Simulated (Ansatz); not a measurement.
One change: `[F][Ge][Br]` becomes `[F][Ge][F]`.

Ansatz, PBE0-D4/def2-TZVP geometries, multiplicity 1. 

Scalar relativity is left out up to krypton.

```json
{"property": "HOMO energy (B3LYP/def2-TZVPP) / eV", "`[F][Ge][Br]`": "-7.99"}
{"property": "LUMO energy (B3LYP/def2-TZVPP) / eV", "`[F][Ge][Br]`": "-3.16"}
{"property": "size of the dipole moment (ωB97M-V/def2-TZVPP) / D", "`[F][Ge][Br]`": "2.33"}
{"property": "size of the dipole moment (PBE/def2-TZVPP) / D", "`[F][Ge][Br]`": "2.02"}
{"property": "LUMO energy (PBE/def2-TZVPP) / eV", "`[F][Ge][Br]`": "-3.66"}
{"property": "ideal-gas entropy at 298 K and 1 bar (rigid rotor, harmonic PBE0-D4/def2-TZVP) / J/(mol·K)", "`[F][Ge][Br]`": "301"}
```

Question: Give the same properties after the change, and the shifts. (Best estimate.)

Answer: Ansatz gave: 
| property | `[F][Ge][F]` | shift |
| --- | --- | --- |
| HOMO energy (B3LYP/def2-TZVPP) / eV | -8.79 | -0.80 |
| LUMO energy (B3LYP/def2-TZVPP) / eV | -2.85 | 0.31 |
| size of the dipole moment (ωB97M-V/def2-TZVPP) / D | 2.54 | 0.21 |
| size of the dipole moment (PBE/def2-TZVPP) / D | 2.29 | 0.27 |
| LUMO energy (PBE/def2-TZVPP) / eV | -3.34 | 0.32 |
| ideal-gas entropy at 298 K and 1 bar (rigid rotor, harmonic PBE0-D4/def2-TZVP) / J/(mol·K) | 271 | -30 |

With PBE0 the HOMO falls by 0.75 eV and the LUMO rises by 0.35 eV, so the gap widens by about 1.10 eV. PBE moves the HOMO by -0.59 eV and ωB97M-V by -0.93 eV. Dipoles are sizes alone; their direction can turn.

B3LYP here is the variant with VWN-RPA as its local correlation; programs differ in this.

Spin–orbit coupling is left out; it splits and shifts lone-pair levels of the heavy atoms by tenths of an eV.
